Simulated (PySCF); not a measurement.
Dipole moment (D) of eight silicon and germanium compounds: PBE beside CAM-B3LYP, computed with PySCF for isolated molecules in the bases named; differences from unrounded values. The eight are the first of their class met in an unordered collection, after screening for sound electronic states; none was chosen by its value, except that the dipole had to exceed 0.05 D. Each molecule has one DFT geometry for both levels.

```tsv
molecule	basis	CAM-B3LYP
C₃H₁₂OSi₂, SMILES C[SiH](C)C[SiH2]O	def2-TZVP	2.34
ethoxymethyl(methyl)silane (C₄H₁₂OSi), SMILES CCOC[SiH2]C	def2-TZVP	1.47
C2H5F2NSi, SMILES F[SiH](F)/N=C/C	def2-TZVP	3.01
C2H5NOSi, SMILES N[Si@H](O)C#C	def2-TZVP	2.25
silacyclobutane (C3H8Si), SMILES C1C[SiH2]C1	def2-TZVP	0.40
CH₇NSi₃, SMILES [SiH3][Si@H]1N=C[SiH2]1	def2-TZVP	1.71
C₂H₄GeN₂, SMILES N#C/N=[CH]\[GeH3]	def2-TZVP	4.85
C₃H₁₀Si₃, SMILES [C@@H]1(C(=C)[SiH2][SiH2]1)[SiH3]	def2-TZVP	0.59
```

Q: Estimate the PBE values and say how PBE differs from CAM-B3LYP over the set. (An estimate is asked for; the answer gives what the named calculation found.)

A: 
```json
[
 {"molecule": "C₃H₁₂OSi₂, SMILES C[SiH](C)C[SiH2]O", "PBE": "2.31", "difference": "-0.03"},
 {"molecule": "ethoxymethyl(methyl)silane (C₄H₁₂OSi), SMILES CCOC[SiH2]C", "PBE": "1.35", "difference": "-0.12"},
 {"molecule": "C2H5F2NSi, SMILES F[SiH](F)/N=C/C", "PBE": "2.89", "difference": "-0.12"},
 {"molecule": "C2H5NOSi, SMILES N[Si@H](O)C#C", "PBE": "2.21", "difference": "-0.04"},
 {"molecule": "silacyclobutane (C3H8Si), SMILES C1C[SiH2]C1", "PBE": "0.56", "difference": "0.16"},
 {"molecule": "CH₇NSi₃, SMILES [SiH3][Si@H]1N=C[SiH2]1", "PBE": "1.39", "difference": "-0.33"},
 {"molecule": "C₂H₄GeN₂, SMILES N#C/N=[CH]\\[GeH3]", "PBE": "4.45", "difference": "-0.40"},
 {"molecule": "C₃H₁₀Si₃, SMILES [C@@H]1(C(=C)[SiH2][SiH2]1)[SiH3]", "PBE": "0.65", "difference": "0.05"}
]
```
PBE lies below CAM-B3LYP in 6 and above it in 2 of the eight; the mean signed difference is -0.10 and the largest -0.40 D.
